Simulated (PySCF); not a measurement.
Al(F)(Me)(Et), C3H8AlF, SMILES C[CH2][Al]([CH3])[F] (PBE0/def2-SVP optimised geometry):

```
13

Al     0.144    -0.786     0.000
F      1.820    -0.786     0.000
C     -0.720    -2.530    -0.002
H     -0.440    -3.106     0.896
H     -0.394    -3.129    -0.869
H     -1.820    -2.467    -0.030
C     -0.755     0.951     0.000
C      0.126     2.200     0.038
H     -1.462     0.948     0.852
H     -1.414     0.969    -0.890
H      0.810     2.245    -0.824
H      0.757     2.228     0.940
H     -0.469     3.129     0.029
```

Computed with PBE0/def2-TZVP (PySCF).

Problem. What are the frontier orbital energies and the dipole moment?

Solution. HOMO-2 -9.63 eV, HOMO-1 -9.21 eV, HOMO -7.53 eV, LUMO -0.31 eV, LUMO+1 0.00 eV; dipole moment 1.98 D.

On the same geometry PySCF with PBE/def2-TZVP gives HOMO-2 -8.21 eV, HOMO-1 -7.79 eV, HOMO -6.26 eV, LUMO -1.10 eV, LUMO+1 -0.78 eV; dipole moment 1.90 D.

Meta-Löwdin charges at PBE0/def2-TZVP: Al1 1.09, F2 -0.55, C3 -0.68, H4 0.14, H5 0.14, H6 0.13, C7 -0.51, C8 -0.32, H9 0.12, H10 0.12, H11 0.11, H12 0.11, H13 0.11.
